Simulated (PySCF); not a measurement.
**Peak assignment**

Geometry (Å), atoms numbered from 1 in this order:
```xyz
20

C    -2.1568   -1.1662   -0.5997
C    -1.2907   -0.2452   -0.2033
C    -1.6205    1.2187   -0.2556
C     0.0735   -0.6266    0.2871
C     0.5700    0.1397    1.5391
Si    2.0136    0.9386    0.5821
C     1.1800   -0.2061   -0.7347
C     1.9718   -1.3016   -1.1707
N     2.6244   -2.1908   -1.4840
H    -1.9310   -2.2185   -0.5564
H    -3.1285   -0.9043   -0.9840
H    -0.7467    1.8141   -0.5132
H    -2.4042    1.4070   -0.9853
H    -1.9817    1.5580    0.7156
H     0.1036   -1.7071    0.4477
H     0.8697   -0.5409    2.3335
H    -0.1780    0.8064    1.9601
H     3.3699    0.5792    0.9759
H     1.8824    2.3595    0.2564
H     0.7740    0.2969   -1.6137
```

[PySCF: geometry from GFN2-xTB; σ from GIAO-PBE0/pcSseg-1; no relativistic terms; equivalent nuclei averaged; single conformer; in vacuum]

References, each an isolated molecule treated in the same way: $^{13}$C (σref 186.93) and $^{1}$H (σref 31.72) against TMS.

Q: Assign these signals to the numbered atoms. $^{13}$C{$^{1}$H} NMR (computed): δ 155.6 (C), 126.8 (C), 119.1 (CH2), 50.5 (CH), 19.5 (CH3), 16.9 (CH), 11.6 (CH2).

A: 
155.6 → C2, fully substituted alkene carbon: an sp2 carbon of a C=C bond
126.8 → C8, nitrile carbon: C≡N carbons fall here, among the sp2 signals but without a proton
119.1 → C1, terminal =CH2 carbon: as expected for a trigonal carbon in a double bond
50.5 → C4, allylic sp3 CH: a saturated carbon with 3 carbon neighbours and no heteroatom attached
19.5 → C3, allylic methyl carbon: saturated and bonded to C and H only
16.9 → C7, sp3 CH bonded to Si, α to a nitrile
11.6 → C5, sp3 CH2 bonded to Si: an electropositive neighbour leaves it electron-rich and shielded

Q: Assign these signals to the numbered atoms. $^{1}$H NMR (600 MHz, computed): δ 5.31 (br s, 1H), 5.12 (br s, 1H), 4.98 (m, 1H), 4.89 (m, 1H), 3.48 (m, 1H), 2.03 (m, 1H), 1.99 (s, 3H), 1.96 (m, 1H), 1.51 (m, 1H).

A: 
| δ (ppm) | atoms | environment | reason |
| --- | --- | --- | --- |
| 5.31 | H10 | hydrogen on a terminal =CH2 carbon | attached to an sp2 carbon and in the plane of the double bond |
| 5.12 | H11 | hydrogen on a terminal =CH2 carbon | – |
| 4.98 | H19 | hydrogen on a silicon bonded to 2 C, in a 4-membered ring | – |
| 4.89 | H18 | hydrogen on a silicon bonded to 2 C, in a 4-membered ring | – |
| 3.48 | H15 | hydrogen on an allylic sp3 CH | – |
| 2.03 | H16 | hydrogen on an sp3 CH2 bonded to Si | – |
| 1.99 | H12/H13/H14 | hydrogen on an allylic methyl carbon | allylic position |
| 1.96 | H20 | hydrogen on an sp3 CH bonded to Si, α to a nitrile | – |
| 1.51 | H17 | hydrogen on an sp3 CH2 bonded to Si | – |

H19 and H18; H16 and H12/H13/H14; H12/H13/H14 and H20 lie closer than the usual error of such a calculation, so a measured spectrum could show them in the other order.

Shifts are as computed. Against solution values, carbons near 30 ppm lie about +3 ppm off and those near 130 ppm about +5 ppm. Of 1211 compounds with measured shifts, 218 miss one by over three times the rms of a fit or turn the order of signals round; such compounds aren't used in these exercises. Multiplicities follow the n + 1 count of equivalent neighbours, as no J values were calculated; m marks all less simple cases, F and P coupling included.
